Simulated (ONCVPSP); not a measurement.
**Before and after: ONCV potential for Cr (Z = 24)**

* Element: chromium
* Generator: ONCVPSP 4.0.1
* Type: optimised norm-conserving Vanderbilt (ONCV)
* Functional: PBEsol
* Relativity: scalar-relativistic
* Frozen core: [Ne]
* Valence charge: 14
* Reference configuration: 3s2 3p6 3d5 4s0.75 (charge +0.25)
* Partial waves: 3s+4s: rc 1.80 bohr, ncon 4, nbas 7, qcut 6.5 1/bohr, 2 projectors; 3p: rc 1.00 bohr, ncon 4, nbas 7, qcut 7.3 1/bohr, 2 projectors, debl 2.9 Ha; 3d: rc 1.15 bohr, ncon 5, nbas 10, qcut 11.8 1/bohr, 1 projector
* Local potential: polynomial inside 0.90 bohr (lpopt 5, dvloc0 4 Ha)
* Core correction: Teter function, fcfact 5.75, rcfact 1.35

All-electron outer shells of the reference configuration (PBEsol, scalar-relativistic, ld1.x):

| shell | level (eV) | outermost node (bohr) | outermost maximum (bohr) |
| --- | --- | --- | --- |
| 2p | -561.83 | – | 0.20 |
| 3s | -75.36 | 0.36 | 0.78 |
| 3p | -46.94 | 0.33 | 0.80 |
| 4s | -5.41 | 1.12 | 2.71 |
| 3d | -4.52 | – | 0.84 |

Change: reference 3s2 3p6 3d5 4s1; d: rc 1, qcut 13.6.

Cutoffs: the cutoffs (Ha) at which the residual kinetic energy of the hardest occupied pseudo-wave falls to 1 and 0.1 mHa per electron; they do not see the model core or the augmentation charge, which bear on the density cutoff. Errors are all-electron minus pseudo energies relative to the spin-unpolarised reference configuration.

Problem. What does the change do?

Solution. The potential gets harder (61 Ha and 123 Ha → 79 Ha and 123 Ha); the number of tests with a reliable result goes from 3 to 2; neither file shows a bound ghost.

| quantity | base | changed |
| --- | --- | --- |
| cutoff, loose | 61 Ha | 79 Ha |
| cutoff, tight | 123 Ha | 123 Ha |
| loose cutoff by channel | s 10 Ha, p 25 Ha, d 61 Ha | s 10 Ha, p 25 Ha, d 79 Ha |
| bound ghosts | none | none |
| GHOST(+) flags under 300 eV | none | none |
| tests with a reliable result | 3 of 4 | 2 of 4 |
| s: phases at 1.83 bohr within 0.05 rad from the reference energy up to (Ha; the scan ends near 5) | to the end of the scan | to the end of the scan |
| p: phases at 1.01 bohr within 0.05 rad from the reference energy up to (Ha; the scan ends near 5) | to the end of the scan | to the end of the scan |
| rms error of d²Exc/dni dnj with the model core, mHa | 1.29 | 1.22 |
